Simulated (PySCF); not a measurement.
## C₆ coefficients of unlike pairs at PBE0

Calculated with PySCF 2.14 from the dipole response of each species, C₆(A,B) = (3/π) ∫ α_A(iu) α_B(iu) du, in atomic units, from isotropic polarisabilities. For ions this is the dispersion term alone; charge-induced terms of lower order in 1/R come first.

```csv
species,configuration,basis,relativity,α (bohr³),C₆ (like pair)
Sc(2+),[Ar] 3d1 (2D),"x2c-QZVPPall with one added diffuse shell each of s, p, d, f, g type (12s8p6d4f3g)",spin-free X2C,4.876,14.33
Ni,[Ar] 3d8 4s2 (3F),aug-cc-pwCVTZ (10s9p7d4f3g),none,52.34,427.4
Cu(2+),[Ar] 3d9 (2D),aug-cc-pVDZ-PP with ECP10MDF (5s5p4d2f),core potential,2.416,5.657
Ir+,[Xe] 4f14 5d7 6s1 (5F),"x2c-TZVPPall with one added diffuse shell each of s, p, d, f type (12s8p8d4f1g)",spin-free X2C,25.53,207.6
```

**Question.** Estimate C₆ for Cu(2+) with Ni.

**Answer.** The integral gives 35.79. The combination rule 2 C_A C_B / (C_A α_B/α_A + C_B α_A/α_B) gives 33.98 and the geometric mean 49.17.

No spin-orbit coupling is included.

The other pairs:

```json
{"pair": "Ir+, Cu(2+)", "C₆": "30.66"}
{"pair": "Ni, Sc(2+)", "C₆": "64.40"}
{"pair": "Cu(2+), Sc(2+)", "C₆": "8.765"}
{"pair": "Ir+, Ni", "C₆": "280.3"}
{"pair": "Ir+, Sc(2+)", "C₆": "52.44"}
```
